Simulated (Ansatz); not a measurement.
Cartesian coordinates in Å:
```
N -1.473 -0.570 -0.179
Ti 0.244 0.174 0.023
O 1.011 -0.644 1.432
O 0.060 1.957 0.231
O 1.241 -0.127 -1.456
H -2.282 -0.064 -0.510
H -1.741 -1.481 0.165
H 1.856 -1.091 1.498
H 0.066 2.494 1.025
H 1.018 -0.648 -2.227
```

Total charge 0; spin multiplicity 1.

(1) List the PBE0/def2-TZVPP orbital energies in eV (Ansatz 0.2.0). (An estimate is asked.)

Results:

(1) Ansatz gave: Occupied: -4874.80, -545.31, -522.46, -522.27, -522.22, -454.97, -454.94, -454.93, -390.62, -66.50, -42.13, -42.00, -41.92, -27.03, -26.78, -26.68, -22.86, -13.69, -13.49, -13.41, -13.38, -10.67, -10.01, -9.87, -9.52, -9.39, -9.10, -8.73, -7.42. Lowest empty: -1.05, -0.84, -0.06, 0.07, 0.12, 0.34, 1.64, 1.67.
